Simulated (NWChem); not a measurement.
System: BSiH3F2; SMILES FB(F)[SiH3]

```xyz
7

B     -0.0065     0.5773     0.0035
F     -1.1148     1.2919    -0.0029
F      1.1259     1.2552    -0.0032
Si    -0.0100    -1.4581     0.0045
H      0.8984    -1.9645     1.0784
H      0.5057    -1.9462    -1.3126
H     -1.3857    -1.9962     0.2200
```
Atoms are numbered in this order, from 1.

The geometry was optimised at PBE0/def2-SVP.

Problem. Give the principal values of the shielding tensors (ppm) of B1, F2, F3, Si4 from LDA (Slater exchange, VWN5)/pcSseg-1, GIAO (NWChem), with their diamagnetic and paramagnetic parts as GIAO splits them.

Solution. 
```csv
atom,σ11,σ22,σ33,isotropic,diamagnetic,paramagnetic
B1,33.2,73.6,75.4,60.7,197.0,-136.3
F2,-84.3,224.7,309.5,150.0,470.8,-320.8
F3,-79.9,223.9,318.8,154.3,470.5,-316.2
Si4,434.9,449.0,471.1,451.7,882.5,-430.9
```
